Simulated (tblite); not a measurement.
C₂H₁₂SSi₄.
Numbering: `[CH2:1]=[CH:2][Si@@H:3]([SiH3:4])[S:5][SiH2:6][SiH3:7]` (hydrogens: H8, H9 on C1; H10 on C2; H11 on Si3; H12, H13, H14 on Si4; H15, H16 on Si6; H17, H18, H19 on Si7)

Computed with GFN2-xTB (tblite), gas phase: L-BFGS steps from a force-field or distance-geometry start until the largest atomic force falls under 0.01 eV/Å.

Step 54: E = -559.1787 eV
```
atom  x, y, z in Å  |  force x, y, z in eV/Å
C1     -3.0253   -0.4351   -1.0276    0.020  -0.066   0.040
C2     -2.5624   -0.3384    0.2101   -0.010  -0.037  -0.020
Si3    -0.7336   -0.2570    0.6793   -0.009  -0.006   0.028
Si4    -0.1738   -1.3543    2.6387   -0.011   0.008  -0.014
S5      0.4131   -1.1923   -0.9130   -0.017  -0.041  -0.004
Si6     1.4058    0.3876   -1.9788   -0.015  -0.022  -0.017
Si7     2.8542    1.6129   -0.6703   -0.002   0.010  -0.017
H8     -4.0787   -0.5179   -1.2510    0.017   0.047  -0.008
H9     -2.3589   -0.4651   -1.8749    0.000  -0.010  -0.005
H10    -3.2768   -0.3338    1.0264    0.025   0.032   0.006
H11    -0.3380    1.1597    0.6223   -0.012   0.023   0.018
H12     1.2673   -1.5749    2.7629    0.021   0.008   0.007
H13    -0.8206   -2.6586    2.7802   -0.028  -0.009  -0.001
H14    -0.5798   -0.5373    3.7857   -0.015   0.006   0.009
H15     0.3366    1.1602   -2.6149   -0.011   0.029  -0.005
H16     2.0614   -0.4002   -3.0141    0.007  -0.014  -0.064
H17     2.2916    2.0406    0.6129   -0.013  -0.001   0.034
H18     3.2171    2.8213   -1.4094    0.031   0.057  -0.006
H19     4.0909    0.8919   -0.3718    0.023  -0.016   0.018
```

Step 55: E = -559.1795 eV
```
atom  x, y, z in Å  |  force x, y, z in eV/Å
C1     -3.0220   -0.4448   -1.0278    0.021  -0.049   0.053
C2     -2.5616   -0.3347    0.2097   -0.011  -0.037  -0.017
Si3    -0.7340   -0.2513    0.6825   -0.002   0.007   0.041
Si4    -0.1759   -1.3552    2.6403   -0.022   0.018  -0.046
S5      0.4123   -1.1856   -0.9102   -0.030  -0.084   0.011
Si6     1.4011    0.3909   -1.9777    0.026   0.023  -0.039
Si7     2.8576    1.6137   -0.6728   -0.010   0.000  -0.022
H8     -4.0747   -0.5296   -1.2520    0.007   0.044  -0.013
H9     -2.3541   -0.4796   -1.8731    0.008  -0.019  -0.018
H10    -3.2775   -0.3219    1.0242    0.022   0.029   0.011
H11    -0.3372    1.1659    0.6252   -0.018   0.009   0.022
H12     1.2647   -1.5754    2.7642    0.029   0.002   0.009
H13    -0.8263   -2.6586    2.7719   -0.024  -0.012   0.005
H14    -0.5831   -0.5423    3.7888   -0.020   0.012   0.021
H15     0.3309    1.1664   -2.6091   -0.005   0.024  -0.006
H16     2.0566   -0.3963   -3.0148   -0.007  -0.005  -0.053
H17     2.2997    2.0409    0.6135   -0.007  -0.002   0.023
H18     3.2226    2.8226   -1.4112    0.029   0.044   0.002
H19     4.0911    0.8840   -0.3787    0.014  -0.003   0.015
```

Step 56: E = -559.1805 eV
```
atom  x, y, z in Å  |  force x, y, z in eV/Å
C1     -3.0171   -0.4571   -1.0274    0.018  -0.020   0.047
C2     -2.5596   -0.3310    0.2095   -0.007  -0.031  -0.004
Si3    -0.7339   -0.2443    0.6869    0.012   0.019   0.034
Si4    -0.1785   -1.3560    2.6418   -0.027   0.020  -0.060
S5      0.4108   -1.1789   -0.9072   -0.034  -0.107   0.021
Si6     1.3956    0.3950   -1.9779    0.060   0.057  -0.055
Si7     2.8605    1.6148   -0.6760   -0.011  -0.008  -0.018
H8     -4.0692   -0.5424   -1.2527   -0.005   0.037  -0.016
H9     -2.3479   -0.4968   -1.8710    0.015  -0.035  -0.023
H10    -3.2771   -0.3071    1.0221    0.014   0.022   0.016
H11    -0.3360    1.1735    0.6285   -0.025  -0.007   0.026
H12     1.2620   -1.5763    2.7670    0.025  -0.003   0.010
H13    -0.8338   -2.6583    2.7616   -0.015  -0.009   0.010
H14    -0.5876   -0.5477    3.7926   -0.022   0.013   0.027
H15     0.3238    1.1739   -2.6039    0.005   0.014  -0.005
H16     2.0510   -0.3916   -3.0175   -0.026   0.008  -0.037
H17     2.3077    2.0402    0.6146    0.003  -0.007   0.001
H18     3.2296    2.8255   -1.4120    0.024   0.019   0.016
H19     4.0901    0.8740   -0.3862   -0.003   0.018   0.009
```

Step 57: E = -559.1816 eV
```
atom  x, y, z in Å  |  force x, y, z in eV/Å
C1     -3.0113   -0.4709   -1.0264    0.011   0.013   0.024
C2     -2.5572   -0.3279    0.2095    0.000  -0.018   0.015
Si3    -0.7335   -0.2365    0.6925    0.024   0.019   0.005
Si4    -0.1815   -1.3564    2.6428   -0.022   0.016  -0.046
S5      0.4083   -1.1731   -0.9037   -0.021  -0.093   0.017
Si6     1.3905    0.4001   -1.9796    0.067   0.059  -0.051
Si7     2.8630    1.6159   -0.6799   -0.005  -0.009  -0.007
H8     -4.0630   -0.5552   -1.2536   -0.009   0.027  -0.015
H9     -2.3408   -0.5159   -1.8690    0.016  -0.053  -0.012
H10    -3.2760   -0.2904    1.0202    0.003   0.011   0.018
H11    -0.3349    1.1815    0.6318   -0.029  -0.017   0.031
H12     1.2595   -1.5773    2.7713    0.006  -0.006   0.007
H13    -0.8424   -2.6579    2.7504   -0.001   0.002   0.014
H14    -0.5929   -0.5535    3.7971   -0.021   0.007   0.021
H15     0.3162    1.1820   -2.5989    0.016   0.004  -0.005
H16     2.0444   -0.3865   -3.0218   -0.042   0.020  -0.023
H17     2.3158    2.0388    0.6158    0.011  -0.012  -0.025
H18     3.2378    2.8293   -1.4117    0.016  -0.011   0.030
H19     4.0882    0.8632   -0.3939   -0.020   0.039   0.003
```

Problem. Estimate the geometry and energy of step 58. (The exact step hangs on the optimiser's Hessian estimate; all steps are aligned on step 57, rigid shifts and turns removed.)

Solution. E = -559.1825 eV, largest force 0.066 eV/Å
```
atom  x, y, z in Å  |  force x, y, z in eV/Å
C1     -3.0070   -0.4811   -1.0254    0.001   0.034  -0.010
C2     -2.5554   -0.3266    0.2097    0.010  -0.001   0.033
Si3    -0.7330   -0.2310    0.6968    0.027   0.005  -0.031
Si4    -0.1838   -1.3567    2.6430   -0.012   0.010  -0.014
S5      0.4059   -1.1701   -0.9010    0.005  -0.047   0.000
Si6     1.3881    0.4046   -1.9819    0.041   0.029  -0.027
Si7     2.8651    1.6169   -0.6832    0.001  -0.004   0.003
H8     -4.0587   -0.5632   -1.2544   -0.003   0.020  -0.011
H9     -2.3356   -0.5312   -1.8677    0.010  -0.065   0.009
H10    -3.2753   -0.2776    1.0188   -0.004   0.001   0.017
H11    -0.3351    1.1868    0.6343   -0.028  -0.014   0.033
H12     1.2580   -1.5781    2.7752   -0.018  -0.006   0.003
H13    -0.8490   -2.6576    2.7427    0.010   0.013   0.016
H14    -0.5970   -0.5577    3.8008   -0.017  -0.003   0.006
H15     0.3111    1.1882   -2.5951    0.023  -0.002  -0.005
H16     2.0384   -0.3830   -3.0260   -0.047   0.025  -0.019
H17     2.3223    2.0376    0.6159    0.013  -0.014  -0.039
H18     3.2446    2.8327   -1.4107    0.011  -0.029   0.037
H19     4.0866    0.8564   -0.3992   -0.023   0.048  -0.002
```

The energy changes by -0.0009 eV. The first-order estimate −F·Δx gives -0.0012 eV and the mean of the old and new forces, exact on a quadratic surface, -0.0009 eV. The step makes an angle of 80° with the force vector and moves no atom by more than 0.016 Å.

The cost below is that of the whole relaxation. On one thread of an Arm Neoverse N1, shared host with 64 logical CPUs at a one-minute load of 54, this took 4.8 s of wall time.
